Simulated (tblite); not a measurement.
Compound: C5H10O2Si (charge -1 and doublet state).
SMILES with atom numbers: `[CH2:1]=[CH:2][CH2:3][CH2:4][C:5]([O-:6])[O:7][SiH3:8]` (hydrogens: H9, H10 on C1; H11 on C2; H12, H13 on C3; H14, H15 on C4; H16, H17, H18 on Si8)

A start from a force field or distance geometry was refined with GFN2-xTB geometry optimisation, gas phase (tblite 0.8.0). Values at the start:

```
coordinate    start
     C1=C2  1.313 Å
     C1–H9  1.077 Å
    C1–H10  1.114 Å
     C2–C3  1.504 Å
    C2–H11  1.091 Å
     C3–C4  1.499 Å
    C3–H12  1.100 Å
     C4–C5  1.517 Å
    C4–H14  1.102 Å
     C5–O6  1.420 Å
     C5–O7  1.384 Å
    O7–Si8  1.740 Å
   Si8–H16  1.456 Å
  C1–C2–C3   123.9°
  C2–C3–C4   107.1°
  C3–C4–C5   112.3°
  C4–C5–O6   103.4°
  C4–C5–O7   114.2°
 C5–O7–Si8   105.6°
  O6–C5–O7   103.7°
```

How do these coordinates change at the GFN2-xTB level?

```json
{"coordinate": "C5–O6", "GFN2-xTB (Å or °)": "1.255", "change": "-0.165"}
{"coordinate": "O7–Si8", "GFN2-xTB (Å or °)": "1.604", "change": "-0.136"}
{"coordinate": "C3–C4", "GFN2-xTB (Å or °)": "1.593", "change": "+0.094"}
{"coordinate": "C1=C2", "GFN2-xTB (Å or °)": "1.357", "change": "+0.044"}
{"coordinate": "C4–C5", "GFN2-xTB (Å or °)": "1.478", "change": "-0.039"}
{"coordinate": "C1–H10", "GFN2-xTB (Å or °)": "1.078", "change": "-0.036"}
{"coordinate": "C2–C3", "GFN2-xTB (Å or °)": "1.473", "change": "-0.031"}
{"coordinate": "Si8–H16", "GFN2-xTB (Å or °)": "1.468", "change": "+0.012"}
{"coordinate": "C5–O7", "GFN2-xTB (Å or °)": "1.395", "change": "+0.011"}
{"coordinate": "C4–H14", "GFN2-xTB (Å or °)": "1.092", "change": "-0.010"}
{"coordinate": "C3–H12", "GFN2-xTB (Å or °)": "1.092", "change": "-0.008"}
{"coordinate": "C2–H11", "GFN2-xTB (Å or °)": "1.085", "change": "-0.006"}
{"coordinate": "C1–H9", "GFN2-xTB (Å or °)": "1.077", "change": "0.000"}
{"coordinate": "C4–C5–O6", "GFN2-xTB (Å or °)": "126.7", "change": "+23.3"}
{"coordinate": "C5–O7–Si8", "GFN2-xTB (Å or °)": "127.7", "change": "+22.1"}
{"coordinate": "O6–C5–O7", "GFN2-xTB (Å or °)": "120.1", "change": "+16.4"}
{"coordinate": "C2–C3–C4", "GFN2-xTB (Å or °)": "111.7", "change": "+4.6"}
{"coordinate": "C4–C5–O7", "GFN2-xTB (Å or °)": "112.0", "change": "-2.2"}
{"coordinate": "C1–C2–C3", "GFN2-xTB (Å or °)": "124.4", "change": "+0.5"}
{"coordinate": "C3–C4–C5", "GFN2-xTB (Å or °)": "112.4", "change": "+0.1"}
```

The energy falls by 199.6 kJ/mol over 197 L-BFGS steps, the largest force on an atom goes from 5.55 to 0.008 eV/Å, and the atoms move by 1.290 Å rms after alignment. The bond that changes most is C5–O6 (ends: carbon bonded to C and 2 O; oxygen bonded to C), which shortens by 0.165 Å. Bonds longer at the end by more than 0.005 Å: 5 of 17; shorter: 11. Among the dihedrals that turn most is H11–C2–C3–H12, from -51° to -162°. Rotational constants go from 5356, 723.4, 672.6 to 3575, 734.5, 649.6 MHz.

The run took 1.4 s on one thread, Arm Neoverse V2 (aarch64) (shared host).

Its GFN2-xTB frequencies are all real (lowest 36 cm⁻¹). Whether the extra electron is bound in the gas phase wasn't checked; a finite basis holds it in any case.

One conformer stands for the species.

All values are computed, not measured.
